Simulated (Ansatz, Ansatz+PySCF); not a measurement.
```xyz
2

C     0.0000    0.0000   -1.9339
O     0.0000    0.0000    1.4504
```

Basis set: 6-31G (spherical functions). Left uncorrelated: 2 orbitals. Charge 0, multiplicity 1.

Computed with Ansatz (development build ahead of 0.2.0); each method stands on the lowest determinant of its kind that the runs found. Restricted open shells among the atoms or ions are ROHF, correlated in semicanonical orbitals with singles.

Give the atomization energy at this shape (free ground-state atoms in the same class of orbitals less the molecule, no zero-point energy) of singlet CO by full CI (lowest root of this spin), UHF-CCSDT(Q), UHF-CCSD(T), UHF-MP2, UHF, RHF-CCSD(T), RHF-MP2, RHF, RHF-CCSD.

| method | atomization energy |
| --- | --- |
| full CI (lowest root of this spin) | 0.07 eV |
| UHF-CCSDT(Q) | 0.06 eV |
| UHF-CCSD(T) | 0.04 eV |
| UHF-MP2 | 0.04 eV |
| UHF | 0.03 eV |
| RHF-CCSD(T) | -3.93 eV |
| RHF-MP2 | -4.82 eV |
| RHF | -5.63 eV |
| RHF-CCSD | -4.08 eV |

Caution for UHF-CCSDT(Q), UHF-CCSD(T), UHF-MP2: a plain start can end on a higher determinant; bonds are stretched, where a single reference can fail. Caution for UHF-CCSDT(Q), UHF-CCSD(T), UHF-MP2, UHF: the unrestricted determinant is a mixture of spin states. Caution for RHF-CCSD(T), RHF-MP2, RHF, RHF-CCSD: an unrestricted determinant lies well below; the molecule lies well above its atoms at this level. Caution for RHF-CCSD(T), RHF-MP2, RHF-CCSD: large amplitudes, a single reference is doubtful. Caution for RHF-CCSD(T): the program doubts this total; the program finds a lower state of this spin.

This basis has no polarisation functions and is too small for such energies, which can lie far from measured ones in either direction.
